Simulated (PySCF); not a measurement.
A structure optimised at PBE-D3(BJ)/def2-SVP, used in a PySCF frequency run:

```xyz
10

In     0.0633    -0.1054     0.0541
O      0.4295    -0.1161    -1.9389
C     -0.1909     0.8138    -2.7944
H     -0.2639     1.8503    -2.3774
H      0.4096     0.8950    -3.7293
H     -1.2231     0.5083    -3.0949
S     -1.2966     1.6942     0.9528
H     -1.4897     2.2052    -0.2984
S      1.0851    -1.8733     1.3365
H      0.5595    -1.3845     2.4966
```

Problem. Write its SMILES and formula.

Solution. C[O][In]([SH])[SH], CH5InOS2

Problem. What are its rotational constants (standard atomic weights)?

Solution. 2.1029, 1.3946, 0.84329 GHz
